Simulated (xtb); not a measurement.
Job for xtb: GFN-FF on O2 (SMILES O=O).

```
$ xtb mol.xyz --gfnff --sp --chrg 0 --uhf 2
2

O     -0.00000000    -0.00000000     0.60213308
O      0.00000000     0.00000000    -0.60213308
```

Program output:

```
[...]
           -------------------------------------------------
          |                Calculation Setup                |
           -------------------------------------------------



          ==================== Thresholds ====================
          CN  :   150.00000
          rep :   500.00000
          disp:  2500.00000
          HB1 :   250.00000
          HB2 :   450.00000

          Pauling EN used:
          Z : 8  EN :  3.44
          electric field strengths (au): 0.000

           -------------------------------------------------
          |           Force Field Initialization            |
           -------------------------------------------------

          distances ...
          ----------------------------------------
          generating topology and atomic info file ...
          pair mat ...
          computing topology distances matrix with Floyd-Warshall algo ...
          making topology EEQ charges ...
          #fragments for EEQ constrain: 1
          ----------------------------------------
          generating topology and atomic info file ...
          pair mat ...
          computing topology distances matrix with Floyd-Warshall algo ...
          making topology EEQ charges ...
          #fragments for EEQ constrain: 1
          rings ...
          # BATM   0
          # H in HB   0
          doing iterative Hueckel for 1 subsystem(s) ...

  atom   neighbors  erfCN metchar sp-hybrid imet pi  qest     coordinates
    1  O       1    0.98   0.00         1    0    1   0.000   -0.000000   -0.000000    1.137867
    2  O       1    0.98   0.00         1    0    1   0.000    0.000000    0.000000   -1.137867

          #atoms :   2
          #bonds :   1
          #angl  :   0
          #tors  :   0
          #nmol  :   1
          #optfrag :   1
           -------------------------------------------------
          |                   G F N - F F                   |
          |          A general generic force-field          |
          |                  Version 1.0.3                  |
           -------------------------------------------------
          Number of HB bonds (bound hydrogen)     0
          Number of HB bonds (unbound hydrogen)   0
          Number of XB bonds                      0

 E+G (total)                   0 d,  0 h,  0 min,  0.000 sec
 distance/D3 list               ...        0 min,  0.000 sec (  1.426%)
 non bonded repulsion           ...        0 min,  0.000 sec ( 11.978%)
 dCN                            ...        0 min,  0.000 sec (  2.471%)
 EEQ energy and q               ...        0 min,  0.000 sec ( 18.301%)
 D3                             ...        0 min,  0.000 sec ( 24.335%)
 EEQ gradient                   ...        0 min,  0.000 sec (  5.564%)
 bonds                          ...        0 min,  0.000 sec (  8.229%)
 bend and torsion               ...        0 min,  0.000 sec (  1.000%)
 bonded ATM                     ...        0 min,  0.000 sec (  0.621%)
 HB/XB (incl list setup)        ...        0 min,  0.000 sec ( 15.015%)

         :::::::::::::::::::::::::::::::::::::::::::::::::::::
         ::                     SUMMARY                     ::
         :::::::::::::::::::::::::::::::::::::::::::::::::::::
         :: total energy              -0.335665046767 Eh    ::
         :: gradient norm              0.168172760643 Eh/a0 ::
         ::.................................................::
         :: bond energy               -0.347303336122 Eh    ::
         :: angle energy               0.000000000000 Eh    ::
         :: torsion energy             0.000000000000 Eh    ::
         :: repulsion energy           0.011784709141 Eh    ::
Note: The following floating-point exceptions are signalling: IEEE_UNDERFLOW_FLAG IEEE_DENORMAL
normal termination of xtb
         :: electrostat energy        -0.000000000000 Eh    ::
         :: dispersion energy         -0.000146419786 Eh    ::
         :: HB energy                  0.000000000000 Eh    ::
         :: XB energy                  0.000000000000 Eh    ::
         :: bonded atm energy          0.000000000000 Eh    ::
         :: external energy            0.000000000000 Eh    ::
         :: add. restraining           0.000000000000 Eh    ::
         :: total charge              -0.000000000000 e     ::
         :::::::::::::::::::::::::::::::::::::::::::::::::::::

           -------------------------------------------------
          |                Property Printout                |
           -------------------------------------------------

molecular dipole:
                 x           y           z       tot (Debye)
 q only:        0.000       0.000       0.000       0.000

           -------------------------------------------------
          | TOTAL ENERGY               -0.335665046767 Eh   |
          | GRADIENT NORM               0.168172760643 Eh/α |
           -------------------------------------------------
########################################################################
[WARNING] Runtime exception occurred
-1- gfnff_setup: Could not read topology file.
########################################################################

------------------------------------------------------------------------
------------------------------------------------------------------------
 total:
 SCF:
```

The run finished.

Cost: roughly 0.03 core-seconds.
